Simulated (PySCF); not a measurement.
Spectrum to structure. Method: PySCF, TDDFT CAM-B3LYP/def2-SVPD, vertical, gas phase, core orbitals frozen in the response. Geometries: GFN2-xTB, one conformer each.

```tsv
state	ν̃ (cm⁻¹)	f	main configurations (H = HOMO, L = LUMO)
S1	41060	0.031	H-1→L (60%), H→L+2 (20%), H→L (15%)
S2	41410	0.112	H→L (74%), H-1→L (9%)
S3	47090	0.0030	H→L+1 (95%)
S4	51110	0.0036	H-1→L+1 (89%)
S5	51580	0.561	H→L+2 (65%), H-1→L (23%)
S6	52380	0.0019	H→L+3 (81%), H→L+4 (8%)
S7	53250	0.0006	H→L+4 (80%), H→L+3 (8%)
S8	53920	0.336	H-1→L+2 (75%), H-2→L (8%)
```

Triplets computed (Tamm–Dancoff): 3.58, 4.26, 4.83 eV.

Question: Which structure fits? All have the formula C8H7N.
A. `c12ccccn1ccc2`
B. `C(#N)/C(C)=C(/C=C)C#C`
C. `C1=CC=C2NC=CC2=C1`

Answer: C. Its S1, at 5.09 eV, is the highest among the candidates; the nearest of the others has S1 at 4.58 eV. S1 is HOMO-1→LUMO (60%), HOMO→LUMO+2 (20%), HOMO→LUMO (15%). Löwdin shares by element: HOMO carbon 57% or more (atoms not listed hold the other 43%); LUMO carbon 60% or more (atoms not listed hold the other 40%). At the same level the other candidates give, for their lowest levels:
- `C#C/C(C=C)=C(/C)C#N`: 4.58 eV (f 0.500); 4.98 eV (f 0.000); 5.57 eV (f 0.185); 6.02 eV (f 0.000); 6.15 eV (f 0.000); T1 2.44 eV; HOMO -8.21, LUMO -1.38 eV
- `c1ccn2cccc2c1`: 3.94 eV (f 0.050); 4.89 eV (f 0.031); 5.39 eV (f 0.000); 5.97 eV (f 0.702); 6.02 eV (f 0.000); T1 2.83 eV; HOMO -6.61, LUMO 0.27 eV
